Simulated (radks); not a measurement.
Valence configurations of Tb+ (all share [Xe]). Calculated with a radial shooting solver on a logarithmic mesh with Libxc functionals: Dirac Kohn-Sham, PBE, spin-unpolarised, spherical densities, point nucleus; open shells fill j = l - 1/2 first. Energies are relative to 4f9 6s1; eigenvalues in eV.

valence          E (eV)  e(4f5/2)  e(4f7/2)  e(5d3/2)  e(6p1/2)  e(6s1/2)
4f9 6s1           0.000    -9.671    -8.889         -         -    -8.733
4f9.5 6s0.5       0.581    -6.360    -5.609         -         -    -7.982
4f9 5d1           1.823    -7.927    -7.147    -5.955         -         -
4f9 5d0.5 6s0.5   0.866    -8.747    -7.966    -6.492         -    -8.319
4f8 6s2           3.323   -17.954   -17.110         -         -   -10.315
4f6 5d2 6s2      28.543   -32.475         -   -12.940         -   -11.266
4f7 5d1 6s2      13.060   -24.898   -23.994   -11.496         -   -10.842
4f9 6p1           3.101   -10.804   -10.021         -    -6.265         -
4f8 5d1 6s1       3.932   -15.556   -14.714    -8.472         -    -9.370
4f7 5d2 6s1      12.771   -22.274   -21.373    -9.809         -    -9.869

NIST lists [Xe] 4f9 6s1 as the ground configuration; this level of theory agrees among the configurations tried. The energies are those of spherical spin-averaged densities, not of single terms.
